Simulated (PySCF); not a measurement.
The same groups moved round the core (benzothiophene boryl+boryl). All species are isolated molecules in the gas phase. One relaxed conformer stands for each flexible species; it need not be the lowest. Strings in code marks are SMILES.

The S1–T1 gap (TDA) from two functionals at the same geometries (PBE0-D4/def2-SVP), both in PySCF: PBE-D3(BJ)/def2-TZVP and B3LYP-D3(BJ)/def2-TZVP. B3LYP has the VWN-RPA correlation part, as in Gaussian. Excitations are Tamm–Dancoff values on a coarser integration grid. The basis has no diffuse functions, so Rydberg states are missing or too high.

| species | PBE-D3(BJ)/def2-TZVP (eV) |
|---|---|
| `Bc1cc2c(B)cccc2s1` | 0.81 |
| `Bc1cc2cccc(B)c2s1` | 0.70 |
| `Bc1ccc2cc(B)sc2c1` | 0.79 |
| `Bc1c2c(sc1)ccc(c2)B` | 0.76 |

Task: What does B3LYP-D3(BJ)/def2-TZVP give for each?

Result: 
- `Bc1cc2c(B)cccc2s1`: 1.02
- `Bc1cc2cccc(B)c2s1`: 0.93
- `Bc1ccc2cc(B)sc2c1`: 0.96
- `Bc1c2c(sc1)ccc(c2)B`: 0.99
Over these rows, drawn at random from the members with no instability flagged (it was tested for open shells, ions and some series alone), PBE minus B3LYP-D3(BJ): mean -0.21 eV, from -0.23 eV to -0.17 eV.
